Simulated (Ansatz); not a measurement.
Relaxation of tosylate, `Cc1ccc(S(=O)(=O)[O-])cc1` with RKS PBE-D4/def2-SVP.

```sh
$ ansatz run in.yaml --threads 4 --pin off --events-out ev --progress --plain --max-ram 6963MiB
```

```yaml
crystal:
  periodic: [false, false, false]
  atoms:
    - {symbol: C, position_ang: [-2.930680, 0.409890, -0.167380]}
    - {symbol: C, position_ang: [-1.443780, 0.209520, -0.058430]}
    - {symbol: C, position_ang: [-0.567760, 1.229740, -0.412240]}
    - {symbol: C, position_ang: [0.801390, 1.026590, -0.359540]}
    - {symbol: C, position_ang: [1.301000, -0.192550, 0.043590]}
    - {symbol: S, position_ang: [3.091840, -0.434540, 0.169170]}
    - {symbol: O, position_ang: [3.300020, -1.861610, -0.064190]}
    - {symbol: O, position_ang: [3.666280, 0.430640, -0.858430]}
    - {symbol: O, position_ang: [3.381220, -0.006440, 1.537690]}
    - {symbol: C, position_ang: [0.445740, -1.206230, 0.417050]}
    - {symbol: C, position_ang: [-0.924390, -1.009660, 0.363070]}
    - {symbol: H, position_ang: [-3.462100, -0.195840, 0.564750]}
    - {symbol: H, position_ang: [-3.195180, 1.455420, -0.018210]}
    - {symbol: H, position_ang: [-3.274360, 0.114930, -1.160840]}
    - {symbol: H, position_ang: [-0.967070, 2.184680, -0.733870]}
    - {symbol: H, position_ang: [1.504080, 1.796050, -0.639200]}
    - {symbol: H, position_ang: [0.876480, -2.144060, 0.731510]}
    - {symbol: H, position_ang: [-1.602720, -1.806520, 0.645510]}
basis:
  gaussian: {orbitals: def2-SVP}
total_charge: -1
hamiltonian: {xc: pbe, dispersion: d4}
scf: {lower_state_search: "off"}
output: {orbitals: {seedname: orbitals}}
relax: {f_tol: 0.03, max_steps: 70}
```

Hardware: 4 threads of Arm Neoverse V1 on a shared host. Wall time 9.5 s.

Positions (Å) and forces (eV/Å) at steps 1, 2, 3, 4 of 4:

```xyz
18
step=1 energy=-24316.4073 eV
C    -2.931    0.410   -0.167    0.615   -0.091    0.021
C    -1.444    0.210   -0.058   -0.920    0.155    0.024
C    -0.568    1.230   -0.412    0.088    0.096   -0.016
C     0.801    1.027   -0.360   -0.171    0.444   -0.189
C     1.301   -0.193    0.044    1.021   -0.149    0.033
S     3.092   -0.435    0.169   -0.662    0.141    0.092
O     3.300   -1.862   -0.064    0.121   -2.337   -0.405
O     3.666    0.431   -0.858    0.724    1.462   -1.721
O     3.381   -0.006    1.538    0.319    0.694    2.153
C     0.446   -1.206    0.417   -0.313   -0.395    0.091
C    -0.924   -1.010    0.363    0.050   -0.105    0.060
H    -3.462   -0.196    0.565   -0.414   -0.354    0.428
H    -3.195    1.455   -0.018   -0.257    0.638    0.078
H    -3.274    0.115   -1.161   -0.361   -0.154   -0.597
H    -0.967    2.185   -0.734   -0.248    0.626   -0.211
H     1.504    1.796   -0.639    0.522    0.566   -0.239
H     0.876   -2.144    0.732    0.318   -0.714    0.205
H    -1.603   -1.807    0.646   -0.432   -0.523    0.192
18
step=2 energy=-24316.6321 eV
C    -2.956    0.416   -0.162    0.286   -0.036    0.023
C    -1.461    0.214   -0.054   -0.356    0.055   -0.009
C    -0.570    1.237   -0.419    0.072   -0.008   -0.004
C     0.813    1.033   -0.374   -0.108    0.152   -0.043
C     1.326   -0.196    0.046    0.216   -0.049   -0.038
S     3.127   -0.434    0.186   -0.360    0.076    0.046
O     3.328   -1.880   -0.052    0.066   -1.233   -0.203
O     3.699    0.445   -0.856    0.385    0.778   -0.899
O     3.407    0.000    1.572    0.157    0.356    1.104
C     0.453   -1.224    0.408   -0.152   -0.104    0.051
C    -0.929   -1.018    0.363    0.070   -0.020   -0.002
H    -3.500   -0.194    0.579   -0.128   -0.101    0.126
H    -3.232    1.473   -0.010   -0.083    0.187    0.024
H    -3.325    0.121   -1.163   -0.116   -0.042   -0.168
H    -0.972    2.205   -0.748   -0.062    0.173   -0.067
H     1.523    1.811   -0.676    0.137    0.140   -0.047
H     0.886   -2.184    0.710    0.087   -0.171    0.059
H    -1.615   -1.826    0.650   -0.113   -0.152    0.045
18
step=3 energy=-24316.6847 eV
C    -2.965    0.420   -0.154    0.019   -0.013   -0.027
C    -1.471    0.212   -0.065   -0.034    0.004   -0.006
C    -0.571    1.235   -0.433    0.007   -0.004    0.010
C     0.816    1.035   -0.381    0.000    0.002   -0.007
C     1.336   -0.198    0.043   -0.064    0.010   -0.003
S     3.147   -0.434    0.196   -0.027    0.009    0.011
O     3.342   -1.900   -0.046    0.003   -0.121   -0.010
O     3.718    0.460   -0.862    0.035    0.083   -0.080
O     3.417    0.008    1.601    0.025    0.029    0.098
C     0.454   -1.229    0.405   -0.003   -0.008   -0.013
C    -0.932   -1.024    0.350    0.010    0.008    0.011
H    -3.510   -0.190    0.597    0.007    0.002   -0.001
H    -3.243    1.483    0.005    0.007   -0.004    0.001
H    -3.363    0.130   -1.153   -0.003    0.004    0.009
H    -0.973    2.206   -0.772    0.006    0.003    0.014
H     1.529    1.820   -0.677    0.003   -0.005   -0.011
H     0.888   -2.193    0.714    0.003   -0.003   -0.008
H    -1.619   -1.841    0.632    0.006    0.003    0.012
18
step=4 energy=-24316.6852 eV
C    -2.965    0.419   -0.157    0.001    0.002    0.008
C    -1.471    0.213   -0.065   -0.003    0.006    0.015
C    -0.571    1.236   -0.430   -0.004   -0.004   -0.004
C     0.815    1.034   -0.383    0.008    0.004    0.000
C     1.335   -0.198    0.042   -0.028   -0.002   -0.019
S     3.147   -0.434    0.197    0.009   -0.004   -0.009
O     3.341   -1.903   -0.045   -0.002   -0.003    0.010
O     3.719    0.463   -0.862    0.000    0.008    0.005
O     3.417    0.009    1.605    0.003   -0.004   -0.008
C     0.454   -1.230    0.402    0.007   -0.002    0.014
C    -0.932   -1.023    0.354   -0.002    0.000   -0.012
H    -3.510   -0.191    0.593   -0.002   -0.001   -0.001
H    -3.242    1.481    0.002   -0.002    0.001   -0.001
H    -3.362    0.129   -1.156    0.006    0.000    0.003
H    -0.972    2.211   -0.760    0.002   -0.006   -0.012
H     1.529    1.816   -0.687    0.002    0.002    0.014
H     0.888   -2.195    0.706    0.003    0.005    0.008
H    -1.618   -1.837    0.645    0.002   -0.003   -0.011
```
